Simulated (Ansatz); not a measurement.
Cost and result up the ladder for `[CH3][Ge]1([CH3])[CH]=CC=[C]1[C]1=CC=[C]([C]2=CC=[CH][Ge]2([CH3])[CH3])[Ge]1([CH3])[CH3]` (47 atoms). Charge 0, multiplicity 1. Geometry: PBE-D4/def2-SVP.

```xyz
47

C     1.3837   -4.4849    1.6640
Ge    0.0077   -4.3299    0.2643
C     0.7733   -4.6787   -1.5158
C    -1.6339   -5.3305    0.6400
C    -2.6428   -4.4181    0.7771
C    -2.3281   -2.9963    0.6298
C    -1.0218   -2.6326    0.3577
C    -0.5488   -1.2975    0.1854
C     0.7627   -0.9329   -0.0873
C     1.0888    0.4678   -0.2357
C     0.0828    1.4150   -0.1021
C     0.2495    2.8271   -0.2210
C    -0.7523    3.7712   -0.0877
C    -0.4066    5.1853   -0.2409
C     0.8922    5.5171   -0.5098
Ge    1.9118    3.8471   -0.6021
C     2.6701    3.4640   -2.3783
C     3.2799    3.6602    0.8015
Ge   -1.5736    0.3958    0.2772
C    -2.3279    0.7602    2.0577
C    -2.9383    0.5642   -1.1305
H     2.1960   -3.7534    1.4837
H     1.8198   -5.5035    1.6706
H     0.9371   -4.2804    2.6559
H     1.5778   -3.9493   -1.7351
H    -0.0123   -4.5823   -2.2894
H     1.1993   -5.7005   -1.5633
H    -1.8009   -6.4133    0.7383
H    -3.6853   -4.7126    0.9946
H    -3.1333   -2.2470    0.7379
H     1.5625   -1.6885   -0.1934
H     2.1325    0.7599   -0.4529
H    -1.7981    3.4875    0.1299
H    -1.2040    5.9425   -0.1349
H     1.2201    6.5594   -0.6368
H     1.8869    3.5696   -3.1532
H     3.0629    2.4285   -2.4105
H     3.4978    4.1638   -2.6078
H     2.8350    3.8736    1.7922
H     3.6813    2.6276    0.8085
H     4.1172    4.3643    0.6256
H    -2.7351    1.7896    2.1024
H    -3.1423    0.0448    2.2869
H    -1.5385    0.6573    2.8268
H    -3.7635   -0.1545   -0.9576
H    -3.3564    1.5901   -1.1435
H    -2.4852    0.3533   -2.1182
```

Ansatz on 2 threads of AMD EPYC 7R13 on a shared host and a share (18 GiB) of an NVIDIA H100 80GB HBM3. Times are rough, and most runs start from the orbitals of an earlier one. PBE0-D4/def2-TZVP serves as the yardstick here, not as an exact answer. Differences are given only for rows in sets of like size (and for xTB, whose basis is part of the method), since another set adds its own error. Binding counts from free atoms at the same level (C triplet, Ge triplet, H doublet; other spins of the atoms weren't run), without zero-point energy or a counterpoise term.

Correlated methods freeze 45 core orbitals; core or outer-core shells of Ge are correlated, in sets that lack core-valence functions. The rows differ in basis, and correlated rows in double-zeta sets carry the largest basis error. Single mean-field runs in def2-SVP, def2-TZVP are fitted with def2-universal-jkfit.

Run but left out: HF/STO-3G, HF/def2-TZVP (restricted singlet, unstable in another Hartree–Fock run and untested here).

Correlated methods converge slowly with the basis, most of all in double-zeta sets.

| level | functions | wall time | binding energy per atom (eV) | difference from PBE0-D4/def2-TZVP (eV) | remarks |
| --- | --- | --- | --- | --- | --- |
| PBE0-D4/def2-SVP | 478 | 6 s | 4.51 | – | – |
| LDA (SPW92)/def2-TZVP | 858 | 6.5 s | 5.06 | 0.59 | – |
| PBE-D4/def2-SVP | 478 | 8 s | 4.58 | – | – |
| r2SCANh-D4/def2-TZVP | 858 | 9 s | 4.41 | -0.05 | – |
| r2SCAN-D4/def2-TZVP | 858 | 9.5 s | 4.44 | -0.02 | – |
| PBE-D4/def2-TZVP (with forces) | 858 | 9.5 s | 4.54 | 0.07 | – |
| PBE0-D4/def2-TZVP (with forces) | 858 | 11 s | 4.46 | 0.00 | – |
| MP2/def2-SVP | 478 | 13 s | 4.31 | – | restricted SCF unstable |
